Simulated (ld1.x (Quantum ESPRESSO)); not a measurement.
# chlorine: one change to a TM potential, before and after

chlorine, norm-conserving Troullier–Martins (Kleinman–Bylander form), made with ld1.x (Quantum ESPRESSO) 7.5 (PBEsol, scalar-relativistic). Core [Ne], reference 3s1.5 3p5.5. Waves: 3s (bound): rc 0.90 bohr; 3p (bound): rc 1.50 bohr; 3d channel at 0.25 Ry: rc 1.40 bohr. Local part: all-electron potential smoothed inside 1.20 bohr (lloc = -1). Core correction: none.

Change: core correction a·sin(br)/r model core inside 1.02 bohr.

Cutoffs: the cutoffs (Ry, on a coarse ladder) from which the occupation-weighted sum of valence levels, in a spherical-Bessel basis at the reference potential, stays within 10 and 1 mRy of its value at 400 Ry; they do not see the model core or the augmentation charge, which bear on the density cutoff. Errors are all-electron minus pseudo energies relative to the spin-unpolarised reference configuration.

Predict the effect on cutoff, ghosts and configuration errors.

The potential gets neither clearly harder nor softer (100 Ry and 300 Ry → 100 Ry and 300 Ry); of the 7 tests that both files solve, the error grows in 0 and shrinks in 7 by more than 15 % and 0.3 meV (median size 15.6 → 6.0 meV); neither file shows a bound ghost. Exchange and correlation are not linear in the density, so unscreening with the valence charge alone errs where core and valence overlap; a model core restores that term. A model core, the more so a compact one, raises the density cutoff, which this test does not measure.

| quantity | base | changed |
| --- | --- | --- |
| cutoff, loose | 100 Ry | 100 Ry |
| cutoff, tight | 300 Ry | 300 Ry |
| bound ghosts | none | none |
| error for 3s2 3p5, meV [ΔE -6.04 eV] | +5.7 | +0.6 |
| error for 3s2 3p4, meV [ΔE 7.79 eV] | +16 | +6.0 |
| error for 3s2 3p3, meV [ΔE 33.19 eV] | +63 | +41 |
| error for 3s2 3p1, meV [ΔE 123.64 eV] | +497 | +354 |
| error for 3s2 3p4.5, meV [ΔE -0.48 eV] | +8.0 | +1.2 |
| error for 3s1 3p6, meV [ΔE 6.07 eV] | +7.9 | +1.0 |
| error for 3s2 3p2, meV [ΔE 71.45 eV] | +197 | +141 |
| s: phases at 1.65 bohr within 0.05 rad from the reference energy up to (Ry; the scan ends near 5) | 1.6 | 1.6 |
| p: phases at 1.65 bohr within 0.05 rad from the reference energy up to (Ry; the scan ends near 5) | to the end of the scan | to the end of the scan |
| d: phases at 1.65 bohr within 0.05 rad from the reference energy up to (Ry; the scan ends near 5) | to the end of the scan | to the end of the scan |
